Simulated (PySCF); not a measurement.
Ge(H)2(Cl)(vinyl) (C2H5ClGe), SMILES C=[CH][GeH2][Cl]. Heavy atoms are numbered as in [GeH2:1]([Cl:2])[CH:3]=[CH2:4]. Hydrogens are named by the atom that carries them.

The structure is a stationary point at r2SCAN-D4/def2-SVP. The structure was generated by enumeration, and PubChem lists no compound with its InChIKey, so it may never have been made. The values are those of a single conformer.

Computed with HF/def2-TZVP in PySCF.

Atomic charges (e), one atom of each kind:

```json
[
 {"atom": "Ge1 (GeH2)", "Löwdin": "0.32", "IAO": "0.92"},
 {"atom": "Cl2", "Löwdin": "0.03", "IAO": "-0.39"},
 {"atom": "C3 (CH)", "Löwdin": "-0.39", "IAO": "-0.44"},
 {"atom": "C4 (CH2)", "Löwdin": "-0.19", "IAO": "-0.23"},
 {"atom": "H on Ge1", "Löwdin": "-0.07", "IAO": "-0.14"},
 {"atom": "H on C3", "Löwdin": "0.13", "IAO": "0.14"},
 {"atom": "H on C4", "Löwdin": "0.12", "IAO": "0.14"}
]
```
